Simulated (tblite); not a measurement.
Compound: C4H13F2NSi2.
Atom-mapped SMILES: `[CH3:1][C@@H:2]([CH2:3][CH:4]([F:5])[F:6])[NH:7][SiH2:8][SiH3:9]` (hydrogens: H10, H11, H12 on C1; H13 on C2; H14, H15 on C3; H16 on C4; H17 on N7; H18, H19 on Si8; H20, H21, H22 on Si9)

The geometry is computed with GFN2-xTB (gas phase).

Entries marked ? are missing. Bonds in one row agree within 0.01 Å.

```csv
coordinate,value
C1–C2,1.528 Å
C2–C3,?
C3–C4,?
C4–F5,1.356 Å
C4–F6,?
C2–N7,?
N7–Si8,1.723 Å
Si8–Si9,2.299 Å
"C1–H10, C1–H11, C1–H12",1.087 Å
C2–H13,1.094 Å
C3–H14,1.091 Å
C3–H15,1.092 Å
C4–H16,1.100 Å
N7–H17,1.009 Å
Si8–H18,1.470 Å
Si8–H19,1.479 Å
"Si9–H20, Si9–H21, Si9–H22",1.466 Å
C1–C2–C3,110.5°
C1–C2–N7,?
C3–C2–N7,109.8°
C2–C3–C4,?
C3–C4–F5,110.9°
C3–C4–F6,111.1°
F5–C4–F6,105.9°
C2–N7–Si8,?
N7–Si8–Si9,106.7°
```

Problem. Estimate the withheld lengths and angles.

Solution. 
- C2–C3 = 1.537 Å, drawn single (sp3 carbon bound to nitrogen to chain CH2 carbon); 0.02 Å above the sum of covalent radii, 1.52 Å.
- C3–C4 = 1.517 Å, drawn single (chain CH2 carbon to CHF2 carbon); equal to the sum of covalent radii, 1.52 Å.
- C4–F6 = 1.358 Å, drawn single (CHF2 carbon to fluorine of a CF2 group); 0.03 Å above the sum of covalent radii, 1.33 Å.
- C2–N7 = 1.442 Å, drawn single (sp3 carbon bound to nitrogen to silicon-bound nitrogen); 0.03 Å below the sum of covalent radii, 1.47 Å.
- C1–C2–N7 = 112.0°, at the sp3 carbon bound to nitrogen; the outer atoms are 2.462 Å apart.
- C2–C3–C4 = 110.4°, at the chain CH2 carbon; the outer atoms are 2.507 Å apart.
- C2–N7–Si8 = 123.4°, at the silicon-bound nitrogen; the outer atoms are 2.789 Å apart.

Radii are Cordero's, carbon taken as 0.76, 0.73 or 0.69 Å for four, three, and two or fewer neighbours.

Its lowest GFN2-xTB frequency is 12i cm⁻¹, too small to tell a flat minimum from a shallow saddle. One conformer, not necessarily the lowest (C1–C2–C3–C4 -175°, C2–C3–C4–F5 70°, C1–C2–N7–Si8 98°, C2–N7–Si8–Si9 178°).
